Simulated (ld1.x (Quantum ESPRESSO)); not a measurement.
## An all-electron radial function and its pseudo partner (Mg)

Columns: radius, all-electron u(r) and pseudo u(r) of the 3s shell (level -4.68 eV) of magnesium in the configuration [Ne] 3s2 3p0; revPBE, scalar-relativistic, RRKJ scheme, ld1.x (Quantum ESPRESSO) 7.5.

```
r (bohr)  all-electron  pseudo
   0.143        0.0499  0.0016
   0.285       -0.1479  0.0075
   0.428       -0.2351  0.0216
   0.570       -0.2162  0.0462
   0.713       -0.1378  0.0826
   0.855       -0.0349  0.1294
   0.998        0.0736  0.1852
   1.140        0.1755  0.2460
   1.283        0.2673  0.3088
   1.425        0.3458  0.3692
   1.568        0.4118  0.4249
   1.710        0.4653  0.4730
   1.853        0.5085  0.5132
   1.995        0.5422  0.5448
   2.138        0.5675  0.5685
   2.280        0.5846  0.5848
   2.423        0.5946  0.5946
   2.565        0.5982  0.5982
   2.708        0.5961  0.5961
   2.850        0.5893  0.5893
   2.992        0.5785  0.5785
   3.135        0.5642  0.5642
   3.278        0.5473  0.5473
   3.420        0.5284  0.5284
   3.563        0.5078  0.5078
   3.705        0.4862  0.4862
```

How many radial nodes do the two functions have?

The all-electron 3s function has n − l − 1 = 2; the pseudo-wave has 0, since the states of the same l below it are removed with the core.

At about which radius was the pseudo-wave matched?

2.45 bohr. The columns agree to 0.0005 from 2.28 bohr on; several derivatives are matched, so the curves merge somewhat inside the radius.

Is the pseudo-wave norm-conserving?

Yes: the RRKJ scheme keeps the norm inside the radius equal to the all-electron one, which fixes the energy derivative of the logarithmic derivative at the level.
